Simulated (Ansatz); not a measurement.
Species: [Zn(OH)2] (charge 0, multiplicity 1).

Q: Give a relaxed geometry from PBE-D3(BJ)/def2-SVP in Ansatz (a program for electronic structure).

A: This is not unique; one that fits is the end point of this relaxation, one of several conformers.
Cartesian coordinates (Å) in one orientation:
```xyz
5

Zn    -0.006    -0.079    -0.082
O      1.597    -0.622     0.473
H      2.205    -0.747    -0.279
O     -1.598     0.609    -0.487
H     -2.268    -0.093    -0.588
```
